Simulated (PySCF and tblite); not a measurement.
C8H13ClO, numbered as in [CH3:1][O:2][C@@H:3]1[CH:4]=[CH:5][C@H:6]([CH3:7])[C@H:8]([Cl:9])[CH2:10]1. Geometries GFN2-xTB; weights from PBE0-D3(BJ)/pcSseg-1 energies and GFN2-xTB thermal corrections, with symmetry numbers and mirror pairs. Conformers within 2.5 kcal/mol (GFN2-xTB free energy) were kept, 3 at most. GIAO shieldings: PBE0/pcSseg-1. Shifts are against TMS (¹H), TMS (¹³C) at the same level. Programs: PySCF with density fitting and tblite.

Torsions listed: C1–O2–C3–C10. The 6-ring runs over atoms 3–4–5–6–8–10.

Two conformers hold nearly all the population. I: 6-ring half-chair (ring torsions 2, -18, 49, -65, 46, -16°); 157°; δ(C4) = 132.05 ppm. II: 6-ring half-chair (ring torsions 2, -18, 49, -65, 45, -16°); 71°; δ(C4) = 137.60 ppm. The average over the ensemble at 298.15 K is 135.48 ppm.

What populations and free-energy difference follow from a two-state model?

p(I) = (135.48 − 137.60)/(132.05 − 137.60) = 0.38, so K = p(II)/p(I) = 1.62 and G(II) − G(I) = −RT ln K = -0.29 kcal/mol. The weights computed directly are 37.5 % and 61.9 %, with 0.6 % in minor conformers.

For its torsions the set is small; conformers may be missing.
